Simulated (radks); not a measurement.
Problem. A nucleus of charge 34.2 with 34 electrons, 34 electrons, occupied as [Ar] 3d10 4s2 4p4. All-electron calculation, Dirac Kohn-Sham, PBE, spin-unpolarised, spherical densities, finite nucleus; open shells fill j = l - 1/2 first; Fermi nuclear charge, rms radius 4.14 fm. Program: a radial shooting solver on a logarithmic mesh with Libxc functionals. Some entries of the table are withheld. Estimate them.

orbital  occ.  eigenvalue (eV)  <r^2> (bohr^2)  <1/r> (bohr^-1)
1s1/2       2        -12662.95        0.002584            34.78
2s1/2       2              (1)         0.04461            7.739
2p1/2       2        -1466.316         0.03437            7.704
2p3/2       4        -1423.452         0.03583            7.463
3s1/2       2        -220.0974             (2)              (3)
3p1/2       2        -162.8910          0.3909              (4)
3p3/2       4        -156.8353          0.4052              (5)
3d3/2       4         -58.1585          0.4795            2.065
3d5/2       6         -57.2278          0.4862            2.050
4s1/2       2         -19.6140             (6)           0.7529
4p1/2       2          -8.7069           5.646           0.6021
4p3/2       2          -8.2970           5.896           0.5883

Solution. 
(1) 2s1/2 eigenvalue (eV): -1633.038
(2) 3s1/2 <r^2> (bohr^2): 0.3732
(3) 3s1/2 <1/r> (bohr^-1): 2.520
(4) 3p1/2 <1/r> (bohr^-1): 2.400
(5) 3p3/2 <1/r> (bohr^-1): 2.342
(6) 4s1/2 <r^2> (bohr^2): 3.564
